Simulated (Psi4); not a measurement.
H5PSi, charge -1, doublet, geometry from GFN2-xTB (a state made from the parent by changing its charge; the spin is typed, not shown lowest) (a gas-phase anion, which may not be bound at this level); MP2/6-311G** run with Psi4 1.11.

Here is a job for Psi4.
```
memory 2 GB

molecule mol {
-1 2
Si   -1.119098   -0.112898    0.022331
P     1.156020    0.152827   -0.134155
H    -2.292607   -0.935822   -0.467765
H    -1.557231    1.254935   -0.309717
H    -1.350695   -0.269869    1.481762
H     1.361397   -1.185608    0.158039
H     2.166209    0.424519    0.837378
}

set {
  basis 6-311g**
  reference uhf
}

energy('mp2')
print_variables()
```

### Question
Predict the main parts of the log of this Psi4 run.

### Answer

```
    SCF Algorithm Type (re)set to DF.

   => Loading Basis Set <=

    Name: 6-311G**
    Role: ORBITAL
    Keyword: BASIS

         ---------------------------------------------------------
                                   SCF
               by Justin Turney, Rob Parrish, Andy Simmonett
                          and Daniel G. A. Smith
                              UHF Reference
         ---------------------------------------------------------

  ==> Geometry <==

    Molecular point group: c1
    Full point group: C1

    Geometry (in Angstrom), charge = -1, multiplicity = 2:

       Center              X                  Y                   Z               Mass
    ------------   -----------------  -----------------  -----------------  -----------------
         SI          -1.163032306796    -0.126301271762     0.050734506835    27.976926534650
         P            1.112085693204     0.139423728238    -0.105751493165    30.973761998420
         H           -2.336541306796    -0.949225271762    -0.439361493165     1.007825032230
         H           -1.601165306796     1.241531728238    -0.281313493165     1.007825032230
         H           -1.394629306796    -0.283272271762     1.510165506835     1.007825032230
         H            1.317462693204    -1.199011271762     0.186442506835     1.007825032230
         H            2.122274693204     0.411115728238     0.865781506835     1.007825032230

  Running in c1 symmetry.

  Rotational constants: A =      2.12358  B =      0.17395  C =      0.17183 [cm^-1]
  Rotational constants: A =  63663.45965  B =   5214.97639  C =   5151.48291 [MHz]
  Nuclear repulsion =   88.816616841267944

  Charge       = -1
  Multiplicity = 2
  Electrons    = 35
  Nalpha       = 18
  Nbeta        = 17

  ==> Algorithm <==

  SCF Algorithm Type is DF.
  DIIS enabled.
  MOM disabled.
  Fractional occupation disabled.
  Guess Type is SAD.
  Energy threshold   = 1.00e-08
  Density threshold  = 1.00e-08
  Integral threshold = 1.00e-12

  ==> Primary Basis <==

  Basis Set: 6-311G**
    Blend: 6-311G**
    Number of shells: 44
    Number of basis functions: 82
    Number of Cartesian functions: 84
    Spherical Harmonics?: true
    Max angular momentum: 2

   => Loading Basis Set <=

    Name: (6-311G** AUX)
    Role: JKFIT
    Keyword: DF_BASIS_SCF

  ==> Integral Setup <==

  SCF_SUBTYPE=INCORE selected. In-core MEM_DF algorithm will be used.
  Using in-core AOs.

  ==> MemDFJK: Density-Fitted J/K Matrices <==

    J tasked:                   Yes
    K tasked:                   Yes
    wK tasked:                   No
    Algorithm:                 Core
    Schwarz Cutoff:           1E-12
    Mask sparsity (%):       3.5396
    Fitting Condition:        1E-10

   => Auxiliary Basis Set <=

  Basis Set: (6-311G** AUX)
    Blend: CC-PVTZ-JKFIT
    Number of shells: 124
    Number of basis functions: 392
    Number of Cartesian functions: 465
    Spherical Harmonics?: true
    Max angular momentum: 4

  Minimum eigenvalue in the overlap matrix is 1.0766189445E-02.
  Reciprocal condition number of the overlap matrix is 2.1210517665E-03.
    Using symmetric orthogonalization.

  ==> Pre-Iterations <==

  SCF Guess: Superposition of Atomic Densities via on-the-fly atomic UHF (no occupation information).

   -------------------------
    Irrep   Nso     Nmo
   -------------------------
     A         82      82
   -------------------------
    Total      82      82
   -------------------------

  ==> Iterations <==

                           Total Energy        Delta E     RMS |[F,P]|

   @DF-UHF iter SAD:  -632.02109159144470   -6.32021e+02   0.00000e+00
   @DF-UHF iter   1:  -632.42675134962678   -4.05660e-01   4.46794e-03 ADIIS/DIIS
   @DF-UHF iter   2:  -632.49911351826199   -7.23622e-02   1.82093e-03 ADIIS/DIIS
   @DF-UHF iter   3:  -632.50973176237380   -1.06182e-02   3.75614e-04 ADIIS/DIIS
   @DF-UHF iter   4:  -632.51165664457994   -1.92488e-03   1.03094e-04 ADIIS/DIIS
   @DF-UHF iter   5:  -632.51182824793318   -1.71603e-04   4.19117e-05 DIIS
   @DF-UHF iter   6:  -632.51185979104650   -3.15431e-05   1.65534e-05 DIIS
   @DF-UHF iter   7:  -632.51186489291092   -5.10186e-06   6.59497e-06 DIIS
   @DF-UHF iter   8:  -632.51186577926376   -8.86353e-07   2.91802e-06 DIIS
   @DF-UHF iter   9:  -632.51186599101118   -2.11747e-07   1.07675e-06 DIIS
   @DF-UHF iter  10:  -632.51186601948280   -2.84716e-08   4.62869e-07 DIIS
   @DF-UHF iter  11:  -632.51186602500923   -5.52643e-09   2.05389e-07 DIIS
   @DF-UHF iter  12:  -632.51186602620044   -1.19121e-09   8.52954e-08 DIIS
   @DF-UHF iter  13:  -632.51186602641155   -2.11116e-10   3.38019e-08 DIIS
   @DF-UHF iter  14:  -632.51186602644179   -3.02407e-11   1.24928e-08 DIIS
   @DF-UHF iter  15:  -632.51186602644600   -4.20641e-12   4.95478e-09 DIIS
  Energy and wave function converged.

  ==> Post-Iterations <==

   @Spin Contamination Metric:   2.269950041E-02
   @S^2 Expected:                7.500000000E-01
   @S^2 Observed:                7.726995004E-01
   @S   Expected:                5.000000000E-01
   @S   Observed:                5.000000000E-01

    Orbital Energies [Eh]
    ---------------------

    Alpha Occupied:

[...]
    Alpha Virtual:

[...]
      82A    166.393404

    Beta Occupied:

[...]
    Beta Virtual:

[...]
    Final Occupation by Irrep:
              A
    DOCC [    17 ]
    SOCC [     1 ]
    NA   [    18 ]
    NB   [    17 ]

  @DF-UHF Final Energy:  -632.51186602644600

   => Energetics <=

    Nuclear Repulsion Energy =             88.8166168412679440
    One-Electron Energy =               -1059.7624386995671557
    Two-Electron Energy =                 338.4339558318532681
    Total Energy =                       -632.5118660264460004

  UHF NO Occupations:
  HONO-2 :   16  A 1.9987483
  HONO-1 :   17  A 1.9919389
  HONO-0 :   18  A 1.0000000
  LUNO+0 :   19  A 0.0080611
  LUNO+1 :   20  A 0.0012517
  LUNO+2 :   21  A 0.0009632
  LUNO+3 :   22  A 0.0006530

Computation Completed

Properties will be evaluated at   0.000000,   0.000000,   0.000000 [a0]

Properties computed using the SCF density matrix

 Multipole Moments:

 ------------------------------------------------------------------------------------
     Multipole            Electronic (a.u.)      Nuclear  (a.u.)        Total (a.u.)
 ------------------------------------------------------------------------------------

 L = 1.  Multiply by 2.5417464519 to convert [e a0] to [Debye]
 Dipole X            :          2.9481898           -2.8228076            0.1253822
 Dipole Y            :          0.8064543           -0.8611921           -0.0547378
 Dipole Z            :         -1.5801665            1.8249562            0.2447897
 Magnitude           :                                                    0.2804263

 ------------------------------------------------------------------------------------

  //>>>>>>>>>>>>>>>>>>>>>>>>>>>>>>>>>>>//
  //               DFMP2               //
  //<<<<<<<<<<<<<<<<<<<<<<<<<<<<<<<<<<<//

   => Loading Basis Set <=

    Name: (6-311G** AUX)
    Role: RIFIT
    Keyword: DF_BASIS_MP2

	 --------------------------------------------------------
	                          DF-MP2
	      2nd-Order Density-Fitted Moller-Plesset Theory

	        Rob Parrish, Justin Turney, Andy Simmonett,
	           Ed Hohenstein, and C. David Sherrill
	 --------------------------------------------------------

	 --------------------------------------------------------
	                 NBF =    82, NAUX =   394
	 --------------------------------------------------------
	   CLASS    FOCC     OCC    AOCC    AVIR     VIR    FVIR
	   ALPHA       0      18      18      64      64       0
	    BETA       0      17      17      65      65       0
	 --------------------------------------------------------

	-----------------------------------------------------------
	 ==================> DF-MP2 Energies <====================
	-----------------------------------------------------------
	 Reference Energy          =    -632.5118660264460004 [Eh]
	 Singles Energy            =      -0.0000000000000000 [Eh]
	 Same-Spin Energy          =      -0.1118755531556808 [Eh]
	 Opposite-Spin Energy      =      -0.3835753194898207 [Eh]
	 Correlation Energy        =      -0.4954508726455015 [Eh]
	 Total Energy              =    -633.0073168990915065 [Eh]
	-----------------------------------------------------------
	 ================> DF-SCS-MP2 Energies <==================
	-----------------------------------------------------------
	 SCS Same-Spin Scale       =       0.3333333333333333 [-]
	 SCS Opposite-Spin Scale   =       1.2000000000000000 [-]
	 SCS Same-Spin Energy      =      -0.0372918510518936 [Eh]
	 SCS Opposite-Spin Energy  =      -0.4602903833877848 [Eh]
	 SCS Correlation Energy    =      -0.4975822344396784 [Eh]
	 SCS Total Energy          =    -633.0094482608857334 [Eh]
	-----------------------------------------------------------

  Variable Map:
  ----------------------------------------------------------------------------
[...]
  Array Variable Map:
  ----------------------------------------------------------------------------
[...]
[...]
```
